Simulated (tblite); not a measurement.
A geometry optimisation, step by step.

C₆H₈F₂O.
Atom-mapped SMILES: `[F:1][CH2:2][C@@H:3]1[CH2:4][O:5][CH:6]=[CH:7][C@@H:8]1[F:9]` (hydrogens: H10, H11 on C2; H12 on C3; H13, H14 on C4; H15 on C6; H16 on C7; H17 on C8)

Computed with GFN2-xTB (tblite), gas phase: L-BFGS steps from a force-field or distance-geometry start until the largest atomic force falls under 0.01 eV/Å. 8 of its 94 geometries are shown.

Step 0: E = -827.8114 eV, largest atomic force 3.097 eV/Å
```
atom  x, y, z in Å  |  force x, y, z in eV/Å
F1     -2.828   -0.187   -0.096   -0.353   0.375   0.096
C2     -1.791    0.632    0.281    0.285  -0.437   0.427
C3     -0.570    0.100   -0.489   -2.329   1.436  -1.450
C4     -0.384   -1.309   -0.106    0.126  -2.142   0.618
O5      0.963   -1.744   -0.081    0.956  -0.738   0.350
C6      1.945   -0.893    0.391   -1.133  -0.143  -0.246
C7      1.795    0.414    0.254    1.010  -0.066   1.042
C8      0.608    1.003   -0.389    1.408   0.968  -0.743
F9      0.318    2.211    0.226   -0.207   0.039  -0.029
H10    -1.664    0.477    1.373   -0.062   0.309  -0.413
H11    -2.023    1.675    0.043   -0.158  -0.191   0.004
H12    -0.925    0.132   -1.567    0.362  -0.056   0.812
H13    -0.859   -1.552    0.896    0.536   0.333  -0.688
H14    -0.925   -1.952   -0.853    0.651   0.194   0.626
H15     2.830   -1.308    0.878   -0.576  -0.335  -0.451
H16     2.577    1.052    0.656   -0.372   0.149  -0.254
H17     0.927    1.260   -1.427   -0.145   0.304   0.299
```

Step 13: E = -828.2325 eV, largest atomic force 0.151 eV/Å
```
atom  x, y, z in Å  |  force x, y, z in eV/Å
F1     -2.912   -0.119   -0.026    0.024   0.075   0.007
C2     -1.802    0.636    0.268    0.092  -0.034  -0.036
C3     -0.613    0.108   -0.547    0.023  -0.034   0.013
C4     -0.342   -1.353   -0.110   -0.019  -0.054  -0.027
O5      1.000   -1.797   -0.079    0.026   0.072   0.047
C6      1.907   -0.915    0.390    0.021   0.076  -0.025
C7      1.781    0.403    0.311   -0.057   0.030   0.012
C8      0.621    1.031   -0.398    0.011   0.009  -0.017
F9      0.267    2.217    0.233    0.005  -0.056   0.077
H10    -1.628    0.532    1.346    0.020   0.082  -0.066
H11    -2.036    1.678    0.023   -0.019  -0.111  -0.026
H12    -0.920    0.111   -1.600    0.038  -0.013   0.087
H13    -0.774   -1.503    0.891    0.090   0.019  -0.028
H14    -0.831   -2.045   -0.796   -0.151   0.010   0.000
H15     2.776   -1.403    0.810   -0.011   0.013  -0.043
H16     2.542    1.075    0.672   -0.077  -0.064   0.029
H17     0.956    1.356   -1.396   -0.019  -0.022  -0.005
```

Step 27: E = -828.2664 eV, largest atomic force 0.134 eV/Å
```
atom  x, y, z in Å  |  force x, y, z in eV/Å
F1     -2.901   -0.134    0.036   -0.078  -0.061  -0.084
C2     -1.794    0.651    0.211   -0.039  -0.013   0.022
C3     -0.605    0.087   -0.560    0.056  -0.037  -0.038
C4     -0.331   -1.358   -0.088   -0.013   0.034  -0.030
O5      1.009   -1.797   -0.198   -0.063   0.006   0.003
C6      1.911   -0.932    0.320   -0.005  -0.031   0.008
C7      1.751    0.383    0.330    0.060   0.034  -0.021
C8      0.602    1.033   -0.365   -0.017  -0.014   0.036
F9      0.230    2.174    0.337   -0.009  -0.010   0.046
H10    -1.585    0.668    1.282    0.006   0.032   0.130
H11    -2.040    1.656   -0.133   -0.114   0.041  -0.043
H12    -0.860    0.059   -1.622   -0.024   0.011  -0.051
H13    -0.643   -1.464    0.961    0.052   0.077  -0.001
H14    -0.919   -2.054   -0.688   -0.015  -0.017   0.013
H15     2.781   -1.429    0.723    0.043   0.003  -0.012
H16     2.463    1.045    0.784    0.106   0.011   0.003
H17     0.924    1.426   -1.342    0.054  -0.065   0.019
```

Step 40: E = -828.3003 eV, largest atomic force 0.113 eV/Å
```
atom  x, y, z in Å  |  force x, y, z in eV/Å
F1     -2.884   -0.249    0.007    0.018   0.060  -0.038
C2     -1.854    0.647    0.144    0.040  -0.006  -0.010
C3     -0.601    0.111   -0.554    0.028   0.017   0.006
C4     -0.323   -1.312   -0.038   -0.036  -0.012   0.033
O5      0.986   -1.792   -0.269   -0.021   0.023   0.010
C6      1.932   -0.968    0.244   -0.035   0.002   0.005
C7      1.768    0.345    0.347    0.080   0.010  -0.054
C8      0.607    1.039   -0.295    0.057  -0.009   0.023
F9      0.237    2.138    0.468   -0.014  -0.036  -0.011
H10    -1.682    0.777    1.218   -0.032  -0.006  -0.039
H11    -2.184    1.593   -0.300    0.008  -0.040   0.037
H12    -0.796    0.078   -1.630    0.029  -0.076   0.006
H13    -0.498   -1.328    1.046   -0.051   0.022   0.043
H14    -1.003   -2.017   -0.515    0.013  -0.052  -0.017
H15     2.819   -1.491    0.576   -0.044   0.036  -0.052
H16     2.514    0.978    0.794    0.021   0.003  -0.014
H17     0.953    1.465   -1.252   -0.060   0.064   0.071
```

Step 53: E = -828.4151 eV, largest atomic force 0.443 eV/Å
```
atom  x, y, z in Å  |  force x, y, z in eV/Å
F1     -2.899   -0.279   -0.333    0.145   0.086  -0.149
C2     -1.908    0.642   -0.078   -0.051   0.051   0.106
C3     -0.538    0.110   -0.508   -0.230  -0.331   0.183
C4     -0.355   -1.246    0.190    0.067  -0.277   0.122
O5      0.909   -1.833   -0.053   -0.135  -0.122  -0.151
C6      1.945   -0.999    0.125   -0.114   0.223  -0.153
C7      1.863    0.326    0.200   -0.109   0.004  -0.053
C8      0.597    1.068   -0.099   -0.256  -0.243  -0.142
F9      0.190    1.857    0.966    0.092   0.012   0.202
H10    -1.911    0.792    1.005   -0.061   0.090   0.027
H11    -2.195    1.569   -0.584    0.092  -0.048  -0.053
H12    -0.518   -0.054   -1.594    0.061   0.092   0.160
H13    -0.471   -1.137    1.282   -0.018   0.159  -0.161
H14    -1.104   -1.965   -0.165    0.141   0.092   0.017
H15     2.887   -1.514    0.137    0.142  -0.168   0.198
H16     2.739    0.902    0.417    0.110   0.177  -0.068
H17     0.764    1.775   -0.917    0.124   0.204  -0.087
```

Step 66: E = -828.5281 eV, largest atomic force 0.073 eV/Å
```
atom  x, y, z in Å  |  force x, y, z in eV/Å
F1     -2.889   -0.205   -0.638   -0.012  -0.010  -0.037
C2     -1.923    0.658   -0.188    0.018  -0.006   0.000
C3     -0.535    0.073   -0.437   -0.025   0.019   0.016
C4     -0.350   -1.243    0.321   -0.039  -0.025   0.056
O5      0.909   -1.837    0.067    0.000   0.010   0.016
C6      1.951   -0.987    0.052    0.011   0.001  -0.011
C7      1.880    0.341    0.033    0.020  -0.006   0.031
C8      0.560    1.046    0.009    0.032   0.035  -0.027
F9      0.250    1.547    1.275   -0.007  -0.046  -0.023
H10    -2.111    0.815    0.880    0.045  -0.017  -0.025
H11    -2.055    1.598   -0.733   -0.010   0.004   0.006
H12    -0.404   -0.113   -1.510   -0.028   0.010   0.044
H13    -0.449   -1.053    1.399    0.026   0.026  -0.001
H14    -1.102   -1.977    0.023    0.019   0.008  -0.025
H15     2.893   -1.516    0.035   -0.015  -0.015  -0.025
H16     2.776    0.937    0.040   -0.028   0.005   0.015
H17     0.594    1.931   -0.638   -0.006   0.006  -0.011
```

Step 80: E = -828.5301 eV, largest atomic force 0.020 eV/Å
```
atom  x, y, z in Å  |  force x, y, z in eV/Å
F1     -2.880   -0.204   -0.679    0.000   0.011  -0.016
C2     -1.923    0.655   -0.200   -0.011   0.004   0.004
C3     -0.533    0.074   -0.432   -0.005   0.005  -0.002
C4     -0.351   -1.235    0.340   -0.001   0.009   0.003
O5      0.906   -1.834    0.082   -0.004   0.003   0.000
C6      1.950   -0.987    0.044   -0.004   0.002  -0.002
C7      1.882    0.342    0.029   -0.009  -0.016  -0.008
C8      0.561    1.046    0.017    0.003  -0.008  -0.013
F9      0.248    1.526    1.289    0.003   0.007   0.013
H10    -2.123    0.793    0.867    0.003  -0.005   0.010
H11    -2.050    1.604   -0.731    0.004  -0.012   0.000
H12    -0.398   -0.122   -1.501   -0.003   0.005  -0.003
H13    -0.439   -1.030    1.415    0.004  -0.003   0.001
H14    -1.106   -1.968    0.048    0.010  -0.011   0.008
H15     2.886   -1.524    0.004    0.008   0.009   0.001
H16     2.775    0.940    0.020    0.003  -0.007   0.013
H17     0.589    1.938   -0.620    0.000   0.008  -0.010
```

Step 93: E = -828.5309 eV, largest atomic force 0.008 eV/Å
```
atom  x, y, z in Å  |  force x, y, z in eV/Å
F1     -2.880   -0.182   -0.720   -0.003   0.001   0.000
C2     -1.926    0.652   -0.194    0.000  -0.001   0.001
C3     -0.536    0.071   -0.433    0.002  -0.001   0.003
C4     -0.348   -1.235    0.343    0.003   0.000   0.000
O5      0.906   -1.835    0.078   -0.001   0.000  -0.005
C6      1.950   -0.988    0.044    0.001   0.000   0.006
C7      1.880    0.341    0.028    0.001   0.002   0.001
C8      0.560    1.046    0.006   -0.001   0.000   0.002
F9      0.249    1.542    1.274   -0.002  -0.005  -0.001
H10    -2.137    0.751    0.875   -0.005   0.003   0.000
H11    -2.040    1.621   -0.691    0.002   0.001   0.000
H12    -0.409   -0.126   -1.502    0.002   0.002   0.000
H13    -0.425   -1.024    1.418   -0.003  -0.001   0.004
H14    -1.104   -1.970    0.062    0.002   0.002   0.000
H15     2.888   -1.522    0.012    0.003   0.000  -0.005
H16     2.775    0.938    0.030   -0.003   0.001  -0.001
H17     0.590    1.932   -0.640    0.003  -0.002  -0.007
```

Problem. Summarise the path.

Solution. The energy falls by 16.59 kcal/mol from step 0 to step 93; nine tenths of that is first reached at step 55. It falls at every step. The largest force goes from 3.097 to 0.008 eV/Å. Among the bonds C3–C4 changes most, from 1.472 to 1.531 Å; the atoms move by 0.696 Å rms after alignment.

Problem. Follow the three bonds and two angles with the largest change from start to end.

Solution. 
```json
{"step": "0", "E above end (kcal/mol)": "16.59", "largest force (eV/Å)": "3.097", "C3–C4 (Å)": "1.472", "C3–C8 (Å)": "1.488", "C3–H12 (Å)": "1.135", "C4–C3–C8 (°)": "117.6", "O5–C6–H15 (°)": "119.7"}
{"step": "4", "E above end (kcal/mol)": "8.15", "largest force (eV/Å)": "0.410", "C3–C4 (Å)": "1.551", "C3–C8 (Å)": "1.549", "C3–H12 (Å)": "1.094", "C4–C3–C8 (°)": "114.2", "O5–C6–H15 (°)": "114.1"}
{"step": "8", "E above end (kcal/mol)": "7.22", "largest force (eV/Å)": "0.146", "C3–C4 (Å)": "1.545", "C3–C8 (Å)": "1.545", "C3–H12 (Å)": "1.092", "C4–C3–C8 (°)": "114.6", "O5–C6–H15 (°)": "111.6"}
{"step": "12", "E above end (kcal/mol)": "6.96", "largest force (eV/Å)": "0.153", "C3–C4 (Å)": "1.551", "C3–C8 (Å)": "1.550", "C3–H12 (Å)": "1.097", "C4–C3–C8 (°)": "113.4", "O5–C6–H15 (°)": "112.0"}
{"step": "16", "E above end (kcal/mol)": "6.64", "largest force (eV/Å)": "0.134", "C3–C4 (Å)": "1.543", "C3–C8 (Å)": "1.545", "C3–H12 (Å)": "1.093", "C4–C3–C8 (°)": "113.3", "O5–C6–H15 (°)": "112.7"}
{"step": "20", "E above end (kcal/mol)": "6.46", "largest force (eV/Å)": "0.138", "C3–C4 (Å)": "1.548", "C3–C8 (Å)": "1.548", "C3–H12 (Å)": "1.095", "C4–C3–C8 (°)": "113.2", "O5–C6–H15 (°)": "112.5"}
{"step": "24", "E above end (kcal/mol)": "6.25", "largest force (eV/Å)": "0.159", "C3–C4 (Å)": "1.542", "C3–C8 (Å)": "1.544", "C3–H12 (Å)": "1.094", "C4–C3–C8 (°)": "113.6", "O5–C6–H15 (°)": "113.1"}
{"step": "28", "E above end (kcal/mol)": "6.02", "largest force (eV/Å)": "0.166", "C3–C4 (Å)": "1.546", "C3–C8 (Å)": "1.548", "C3–H12 (Å)": "1.092", "C4–C3–C8 (°)": "113.1", "O5–C6–H15 (°)": "112.4"}
{"step": "32", "E above end (kcal/mol)": "5.70", "largest force (eV/Å)": "0.155", "C3–C4 (Å)": "1.539", "C3–C8 (Å)": "1.548", "C3–H12 (Å)": "1.094", "C4–C3–C8 (°)": "112.4", "O5–C6–H15 (°)": "112.9"}
{"step": "36", "E above end (kcal/mol)": "5.49", "largest force (eV/Å)": "0.115", "C3–C4 (Å)": "1.540", "C3–C8 (Å)": "1.547", "C3–H12 (Å)": "1.094", "C4–C3–C8 (°)": "111.3", "O5–C6–H15 (°)": "113.5"}
{"step": "40", "E above end (kcal/mol)": "5.32", "largest force (eV/Å)": "0.113", "C3–C4 (Å)": "1.539", "C3–C8 (Å)": "1.545", "C3–H12 (Å)": "1.094", "C4–C3–C8 (°)": "111.0", "O5–C6–H15 (°)": "113.2"}
{"step": "44", "E above end (kcal/mol)": "4.96", "largest force (eV/Å)": "0.199", "C3–C4 (Å)": "1.537", "C3–C8 (Å)": "1.542", "C3–H12 (Å)": "1.096", "C4–C3–C8 (°)": "110.9", "O5–C6–H15 (°)": "113.3"}
{"step": "49", "E above end (kcal/mol)": "4.14", "largest force (eV/Å)": "0.359", "C3–C4 (Å)": "1.533", "C3–C8 (Å)": "1.546", "C3–H12 (Å)": "1.094", "C4–C3–C8 (°)": "111.1", "O5–C6–H15 (°)": "111.7"}
{"step": "53", "E above end (kcal/mol)": "2.67", "largest force (eV/Å)": "0.443", "C3–C4 (Å)": "1.536", "C3–C8 (Å)": "1.541", "C3–H12 (Å)": "1.099", "C4–C3–C8 (°)": "109.9", "O5–C6–H15 (°)": "112.3"}
{"step": "57", "E above end (kcal/mol)": "1.03", "largest force (eV/Å)": "0.283", "C3–C4 (Å)": "1.532", "C3–C8 (Å)": "1.535", "C3–H12 (Å)": "1.097", "C4–C3–C8 (°)": "110.2", "O5–C6–H15 (°)": "110.5"}
{"step": "61", "E above end (kcal/mol)": "0.25", "largest force (eV/Å)": "0.154", "C3–C4 (Å)": "1.532", "C3–C8 (Å)": "1.533", "C3–H12 (Å)": "1.093", "C4–C3–C8 (°)": "109.3", "O5–C6–H15 (°)": "111.7"}
{"step": "65", "E above end (kcal/mol)": "0.08", "largest force (eV/Å)": "0.069", "C3–C4 (Å)": "1.530", "C3–C8 (Å)": "1.532", "C3–H12 (Å)": "1.096", "C4–C3–C8 (°)": "108.5", "O5–C6–H15 (°)": "111.5"}
{"step": "69", "E above end (kcal/mol)": "0.04", "largest force (eV/Å)": "0.029", "C3–C4 (Å)": "1.532", "C3–C8 (Å)": "1.532", "C3–H12 (Å)": "1.095", "C4–C3–C8 (°)": "108.3", "O5–C6–H15 (°)": "111.3"}
{"step": "73", "E above end (kcal/mol)": "0.03", "largest force (eV/Å)": "0.013", "C3–C4 (Å)": "1.531", "C3–C8 (Å)": "1.531", "C3–H12 (Å)": "1.095", "C4–C3–C8 (°)": "108.1", "O5–C6–H15 (°)": "111.3"}
{"step": "77", "E above end (kcal/mol)": "0.02", "largest force (eV/Å)": "0.016", "C3–C4 (Å)": "1.531", "C3–C8 (Å)": "1.531", "C3–H12 (Å)": "1.095", "C4–C3–C8 (°)": "108.1", "O5–C6–H15 (°)": "111.2"}
{"step": "81", "E above end (kcal/mol)": "0.02", "largest force (eV/Å)": "0.021", "C3–C4 (Å)": "1.530", "C3–C8 (Å)": "1.531", "C3–H12 (Å)": "1.095", "C4–C3–C8 (°)": "108.1", "O5–C6–H15 (°)": "111.1"}
{"step": "85", "E above end (kcal/mol)": "0.01", "largest force (eV/Å)": "0.020", "C3–C4 (Å)": "1.531", "C3–C8 (Å)": "1.531", "C3–H12 (Å)": "1.095", "C4–C3–C8 (°)": "108.1", "O5–C6–H15 (°)": "111.2"}
{"step": "89", "E above end (kcal/mol)": "0.00", "largest force (eV/Å)": "0.016", "C3–C4 (Å)": "1.531", "C3–C8 (Å)": "1.531", "C3–H12 (Å)": "1.095", "C4–C3–C8 (°)": "108.0", "O5–C6–H15 (°)": "111.3"}
{"step": "93", "E above end (kcal/mol)": "0.00", "largest force (eV/Å)": "0.008", "C3–C4 (Å)": "1.531", "C3–C8 (Å)": "1.531", "C3–H12 (Å)": "1.095", "C4–C3–C8 (°)": "108.0", "O5–C6–H15 (°)": "111.3"}
```

What follows is the cost of the whole relaxation. On Arm Neoverse N1, one thread, on a shared host, this took 0.92 s wall.
